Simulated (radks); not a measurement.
Exchange energies: the exact (Fock) value of the Kohn-Sham orbitals and density-functional approximations, as 100 (|E| - |E exact|)/|E exact|, negative where the magnitude is too small. Species: Pb4+ [Xe] 4f14 5d10; C3+ [He] 2s1; As [Ar] 3d10 4s2 4p3; Cu [Ar] 3d10 4s1. Calculated with a radial shooting solver on a logarithmic mesh with Libxc functionals: non-relativistic Kohn-Sham, PBE, spin-polarised, spherical densities, point nucleus. Every spin shell is full or empty, so the densities are truly spherical. Functionals are evaluated on that one density, not self-consistently.

| functional | Pb4+ | C3+ | As | Cu |
|---|---|---|---|---|
| exact (hartree) | -358.191 | -3.94226 | -81.3857 | -65.5486 |
| LDA | -3.80 | -13.31 | -5.61 | -5.62 |
| B88 | +0.03 | -0.30 | +0.19 | +0.55 |
| PBE | -0.37 | -1.28 | -0.29 | +0.06 |
| RPBE | -0.25 | +0.33 | -0.01 | +0.37 |
| PW91 | +0.01 | -0.96 | +0.14 | +0.50 |
| OPTX | +1.91 | -0.14 | +0.92 | +1.11 |
| WC | -0.65 | -3.31 | -0.89 | -0.60 |
| B86b | -0.03 | -0.38 | +0.20 | +0.58 |
| G96 | +0.44 | -0.11 | +0.43 | +0.77 |
| EV93 | -0.54 | +4.40 | +0.20 | +0.71 |
| SCAN | +0.03 | -0.10 | +0.33 | +0.59 |
| MS2 | -0.69 | +0.44 | -0.30 | +0.08 |
| Tao-Mo | -0.86 | +0.50 | -0.52 | -0.11 |
